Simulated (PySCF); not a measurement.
A structure optimised at PBE0-D3(BJ)/def2-SVP (Å):
```
atom  x, y, z in Å
C1    -0.8320   -0.9350   -1.5082
Si2   -0.4405    0.1480   -0.0302
C3    -0.7921   -0.7662    1.5679
C4    -1.3908    1.7555   -0.1062
O5     1.1866    0.5437   -0.0754
Si6    2.7280   -0.0318    0.0346
H7    -1.9006   -1.2029   -1.5296
H8    -0.5940   -0.4158   -2.4498
H9    -0.2514   -1.8708   -1.4825
H10   -0.5142   -0.1541    2.4403
H11   -0.2263   -1.7098    1.6237
H12   -1.8627   -1.0116    1.6545
H13   -2.4773    1.5742   -0.0940
H14   -1.1426    2.3992    0.7520
H15   -1.1479    2.3102   -1.0258
H16    3.0008   -1.0392   -1.0382
H17    3.6802    1.1058   -0.1167
H18    2.9594   -0.6867    1.3604
```

Charge 0, singlet.

(1) Read off the bonds between heavy atoms and their formal orders.

(2) Give the structure as a SMILES string.

(3) Classify the heavy atoms.

(4) What is the arrangement about Si2?

(5) What is the arrangement about O5?

## Answers

(1) C1–Si2 1.87 Å (single); Si2–C3 1.87 Å (single); Si2–C4 1.87 Å (single); Si2–O5 1.68 Å (single); O5–Si6 1.65 Å (single). Bonds to hydrogen (Å): C1–H7 1.10; C1–H8 1.10; C1–H9 1.10; C3–H10 1.10; C3–H11 1.10; C3–H12 1.10; C4–H13 1.10; C4–H14 1.10; C4–H15 1.10; Si6–H16 1.50; Si6–H17 1.49; Si6–H18 1.50.

(2) `C[Si](C)(C)O[SiH3]`, C3H12OSi2. Among its features: Si–H bond, siloxane link and C–Si bond.

(3) C1/C3/C4: Si-methyl carbon; Si2: oxygen-bound silicon; O5: siloxane oxygen; Si6: oxygen-bound silicon.

(4) It has 4 neighbours (C1, C3, C4, O5) and is tetrahedral (angles from 106.8° to 111.0°).

(5) It has 2 neighbours (Si2, Si6) and is bent (angle 145.5°).

These are computed values.
